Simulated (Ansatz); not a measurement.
Reaction (ligand exchange at the Si–O bond): `CO[SiH](Cl)O[SiH3]` + `O[Si]1(O)CO1` → `O[Si]1(O[SiH3])CO1` + `CO[SiH](O)Cl`

Computed with Ansatz on PBE0-D4/def2-TZVP structures; ΔE is electronic, products minus reactants. CCSD(T)/CBS adds triple-zeta CCSD(T) − MP2 to the extrapolated MP2 energy (def2 sets, frozen cores). Functionals use def2-TZVPP. B3LYP here is the variant with VWN-RPA as its local correlation; programs differ in this. One conformer a species, not always the lowest.

`CO[SiH](Cl)O[SiH3]`:

```xyz
13

C    -1.656    1.580    0.881
O    -0.826    0.774    0.072
Si   -0.529   -0.806    0.286
Cl    0.123   -1.114    2.209
O     0.610   -1.244   -0.764
Si    2.081   -0.826   -1.370
H    -2.690    1.220    0.872
H    -1.297    1.601    1.914
H    -1.636    2.592    0.478
H    -1.727   -1.640    0.091
H     1.899    0.110   -2.507
H     2.905   -0.180   -0.319
H     2.742   -2.066   -1.842
```

`O[Si]1(O)CO1`:

Z-matrix (Å, degrees):
```
Si
O 1 1.619
C 1 1.792 2 125.8
O 1 1.619 2 103.9 3 -157.5
O 1 1.634 2 120.6 3 63.6
H 2 0.958 1 116.8 3 -28.9
H 3 1.089 1 123.5 2 7.4
H 3 1.089 1 123.5 2 -159.9
H 4 0.958 1 116.7 2 -172.8
```

`O[Si]1(O[SiH3])CO1`:

Z-matrix (Å, degrees):
```
Si
O 1 1.606
O 1 1.633 2 120.0
O 1 1.620 2 105.5 3 -138.9
C 1 1.789 2 124.0 3 62.8
Si 2 1.645 1 143.2 3 -31.8
H 4 0.959 1 116.5 2 171.3
H 5 1.088 1 123.7 2 159.7
H 5 1.088 1 122.9 2 -7.5
H 6 1.482 2 107.7 1 -151.9
H 6 1.483 2 109.5 1 88.4
H 6 1.485 2 110.0 1 -32.2
```

`CO[SiH](O)Cl`:

Z-matrix (Å, degrees):
```
C
O 1 1.411
H 1 1.095 2 111.2
H 1 1.094 2 111.2 3 121.5
H 1 1.090 2 107.9 3 -119.1
Si 2 1.623 1 126.5 3 -65.0
Cl 6 2.059 2 108.1 1 -50.2
O 6 1.621 2 109.2 1 -171.5
H 6 1.472 2 113.4 1 69.1
H 8 0.959 6 118.6 2 55.2
```

```tsv
level	ΔE (eV)
B3LYP	0.00
SCS-MP2/def2-QZVPP	0.02
```

Problem. What does CCSD(T)/CBS give? (Best estimate.)

Solution. The calculation gave: +0.01 eV. The listed levels differ from it by -0.01, 0.01 eV.

Largest T1 diagnostic among the species: 0.012.
